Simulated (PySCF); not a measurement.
Cl₃Se (SMILES Cl[Se+](Cl)Cl), charge +1, singlet, geometry from GFN2-xTB; HF/def2-SVP in PySCF.

Here is a job for PySCF.
```python
from pyscf import gto, scf

mol = gto.Mole()
mol.atom = '''
    Se   -0.171048    0.207352    0.487115
    Cl   -1.497105   -1.145492   -0.461723
    Cl    0.200067    1.623498   -1.044456
    Cl    1.639134   -0.892711    0.531949
'''
mol.basis = 'def2-svp'
mol.charge = 1
mol.spin = 0
mol.verbose = 4
mol.build()

mf = scf.UHF(mol)
mf.kernel()
```

The log (banner, timings and long lists left out):

```
PySCF version 2.14.0

[INPUT] verbose = 4
[INPUT] num. atoms = 4
[INPUT] num. electrons = 84
[INPUT] charge = 1
[INPUT] spin (= nelec alpha-beta = 2S) = 0
[INPUT] symmetry False subgroup None
[INPUT] Mole.unit = angstrom
[INPUT] Symbol           X                Y                Z      unit          X                Y                Z       unit  Magmom
[INPUT]  1 Se    -0.171048000000   0.207352000000   0.487115000000 AA   -0.323233874155   0.391838491381   0.920513941168 Bohr   0.0
[INPUT]  2 Cl    -1.497105000000  -1.145492000000  -0.461723000000 AA   -2.829118429717  -2.164666157880  -0.872530015413 Bohr   0.0
[INPUT]  3 Cl     0.200067000000   1.623498000000  -1.044456000000 AA    0.378071836563   3.067966583779  -1.973735789159 Bohr   0.0
[INPUT]  4 Cl     1.639134000000  -0.892711000000   0.531949000000 AA    3.097514341463  -1.686979298387   1.005237922236 Bohr   0.0

nuclear repulsion = 572.138442845563
number of shells = 36
number of NR pGTOs = 182
number of NR cGTOs = 86
basis = def2-svp
ecp = {}

******** <class 'pyscf.scf.uhf.UHF'> ********
method = UHF
initial guess = minao
damping factor = 0
level_shift factor = 0
DIIS = <class 'pyscf.scf.diis.CDIIS'>
diis_start_cycle = 1
diis_space = 8
diis_damp = 0
SCF conv_tol = 1e-09
SCF conv_tol_grad = None
SCF max_cycles = 50
direct_scf = True
direct_scf_tol = 1e-13
number electrons alpha = 42  beta = 42
Set gradient conv threshold to 3.16228e-05
init E= -3777.04922912902
cycle= 1 E= -3777.1050975849  delta_E= -0.0559  |g|= 0.485  |ddm|= 1.75
cycle= 2 E= -3777.18687134349  delta_E= -0.0818  |g|= 0.392  |ddm|= 1.03
cycle= 3 E= -3777.260456881  delta_E= -0.0736  |g|= 0.0359  |ddm|= 0.402
cycle= 4 E= -3777.26237627584  delta_E= -0.00192  |g|= 0.0163  |ddm|= 0.0835
cycle= 5 E= -3777.26297051395  delta_E= -0.000594  |g|= 0.00526  |ddm|= 0.0592
cycle= 6 E= -3777.26305417337  delta_E= -8.37e-05  |g|= 0.00145  |ddm|= 0.0282
cycle= 7 E= -3777.26305873141  delta_E= -4.56e-06  |g|= 0.000434  |ddm|= 0.00703
cycle= 8 E= -3777.26305904327  delta_E= -3.12e-07  |g|= 0.000148  |ddm|= 0.00171
cycle= 9 E= -3777.26305910877  delta_E= -6.55e-08  |g|= 0.000101  |ddm|= 0.000504
cycle= 10 E= -3777.26305915994  delta_E= -5.12e-08  |g|= 5.98e-05  |ddm|= 0.000621
cycle= 11 E= -3777.26305918206  delta_E= -2.21e-08  |g|= 2.92e-05  |ddm|= 0.000531
cycle= 12 E= -3777.26305918637  delta_E= -4.31e-09  |g|= 1.38e-05  |ddm|= 0.000227
cycle= 13 E= -3777.26305918718  delta_E= -8.07e-10  |g|= 5.59e-06  |ddm|= 0.000102
Extra cycle  E= -3777.26305918723  delta_E= -5e-11  |g|= 4.04e-06  |ddm|= 1.22e-05
converged SCF energy = -3777.26305918723  <S^2> = 9.4093622e-10  2S+1 = 1
```
